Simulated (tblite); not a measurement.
Species: C2H4BF3S.
Z-matrix (Å and degrees, GFN2-xTB geometry), rows numbered from 1:
```
C 
B   1  1.5652
S   2  1.7799  1  118.93
C   3  1.8311  2  100.74  1   179.72
F   4  1.3281  3  110.70  2  -179.88
F   4  1.3349  3  112.02  2   -59.95
F   4  1.3350  3  112.01  2    60.22
H   1  1.0900  2  110.30  3  -119.03
H   1  1.0895  2  110.76  3   124.65
H   1  1.0869  2  114.23  3     2.47
H   2  1.1679  1  122.79  3   179.83
```

Calculated harmonic vibrations of the isolated species, GFN2-xTB (tblite), most abundant isotopes, no scaling. This tight-binding method is rough: wavenumbers can miss measured ones by several per cent, in bad cases by 10 to 20. Modes of hydrogen on boron can be 10 to 20 % off. One conformer, not necessarily the lowest.

Harmonic wavenumbers (cm⁻¹): 48.8, 78.4, 119.1, 121.0, 268.3, 292.3, 296.5, 441.3, 479.5, 488.4, 629.7, 674.7, 695.9, 828.0, 885.5, 1015.6, 1018.9, 1060.5, 1093.2, 1109.1, 1383.9, 1466.8, 1475.9, 2668.7, 3000.7, 3020.8, 3048.5.

A = 4414, B = 1264, C = 1192 MHz; mass 128.008 u (most abundant isotopes); point group Cs, symmetry number 1.

Problem. What is the zero-point energy?

Solution. ½Σν̃ = 13855 cm⁻¹ = 39.61 kcal/mol.

Problem. Give the ideal-gas entropy at 298.15 K and 1 bar in the rigid-rotor, harmonic-oscillator model (classical rotation).

Solution. Translation 40.48, rotation 28.27, vibration 23.52: S = 92.3 cal/(mol K).

Problem. And Cp and H(298.15 K) − H(0)?

Solution. Cp = 30.49 cal/(mol K), of which vibrations give 22.54 (their classical limit is 27 R = 53.7); H(298.15 K) − H(0) = 5.97 kcal/mol without the zero-point energy, 3.60 from vibrations.

Problem. What must be added to the electronic energy to get the Gibbs energy at 298.15 K and 1 bar?

Solution. ZPE + [H(298.15 K) − H(0)] − T·S = 39.61 + 5.97 − 27.51 = 18.07 kcal/mol.

Problem. How do the functions run with temperature in this model?

Solution. 
```
 T (K)  S (cal/(mol K))  Cp (cal/(mol K))  H − H(0) (kcal/mol)  G − H(0) (kcal/mol)  ln q(vib)
    50             57.4              12.7                 0.49                -2.38       0.46
   100             67.5              16.8                 1.23                -5.51       1.52
373.15             99.6              34.6                 8.42               -28.74       7.26
   500            110.5              40.1                13.18               -42.08       9.68
   750            128.2              47.0                24.15               -72.01      14.03
  1000            142.3              51.1                36.45              -105.89      17.85
```

q(vib) and H(0) count from the zero-point level.

Problem. Blend soft modes into free rotors: weight 1/[1 + (100 cm⁻¹/ν̃)⁴] for the oscillator and the rest for a rotor with moment μB/(μ + B), μ = h/(8π²ν), B = 10⁻⁴⁴ kg m². What vibrational entropy results?

Solution. 21.43 cal/(mol K) in place of 23.52, which changes −T·S at 298.15 K by +0.62 kcal/mol.

Problem. Which modes carry the vibrational entropy at 298.15 K?

Solution. 48.8 cm⁻¹: 4.87; 78.4 cm⁻¹: 3.93; 119.1 cm⁻¹: 3.11; 121.0 cm⁻¹: 3.08; 268.3 cm⁻¹: 1.61; 292.3 cm⁻¹: 1.46 cal/(mol K); the other 21 give 5.46 together.

Hindered rotation and anharmonicity are outside this model. Other conformers, if any are populated, would add a mixing term that is left out.
